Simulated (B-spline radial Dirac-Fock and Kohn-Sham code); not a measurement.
**Dipole and non-dipole photoemission parameters of Si⁺ 3s**

System: Si⁺, [Ne] 3s2 3p1; threshold 21.99 eV (orbital energy of the model). Method: Dirac-Hartree-Slater photoionisation with a Latter tail; cross sections with all multipoles, angular parameters from the dipole term and its interference with E2. Computed with a B-spline atomic structure program.

For linearly polarised light dσ/dΩ = σ/(4π) [1 + β P₂(cos θ) + (δ + γ cos²θ) sin θ cos φ], with θ from the polarisation vector and φ the angle between the beam and the projection of the electron momentum on the plane normal to the polarisation.

| hν (eV) | σ (kb) | β | γ |
| --- | --- | --- | --- |
| 60 | 317 | 2.000 | 0.132 |
| 69.8 | 270 | 2.000 | 0.121 |
| 100 | 171 | 2.000 | 0.073 |
| 101 | 168 | 2.000 | 0.072 |
| 144 | 97.0 | 2.000 | 0.016 |
| 169 | 74.8 | 2.000 | -0.004 |
| 173 | 72.0 | 2.000 | -0.006 |
| 200 | 56.7 | 2.000 | -0.020 |
| 300 | 28.4 | 2.000 | -0.031 |
| 424 | 15.4 | 2.000 | -0.006 |
| 581 | 8.55 | 2.000 | 0.054 |
| 669 | 6.47 | 2.000 | 0.092 |
| 1220 | 1.82 | 2.000 | 0.326 |
| 1253.6 | 1.71 | 2.000 | 0.339 |
| 1486.9 | 1.17 | 2.000 | 0.425 |
| 1500 | 1.15 | 2.000 | 0.429 |
| 1650 | 0.921 | 2.000 | 0.482 |
| 1980 | 0.601 | 2.000 | 0.592 |
| 2590 | 0.313 | 2.000 | 0.775 |
| 2750 | 0.270 | 2.000 | 0.819 |
| 2770 | ? | ? | ? |
| 3630 | 0.133 | 2.000 | 1.039 |
| 6000 | 0.0350 | 2.000 | 1.506 |
| 6300 | 0.0307 | 2.000 | 1.557 |
| 7770 | 0.0171 | 2.000 | 1.790 |
| 8100 | 0.0153 | 2.000 | 1.838 |
| 9251.7 | 0.0105 | 2.000 | 2.001 |
| 11200 | 0.00605 | 2.000 | 2.251 |
| 12100 | 0.00483 | 2.000 | 2.358 |
| 14000 | 0.00315 | 1.999 | 2.569 |

Question: Give the values at 2770 eV.

Answer: σ = 0.265 kb, β = 2.000, γ = 0.824. For an s subshell δ is negligible.
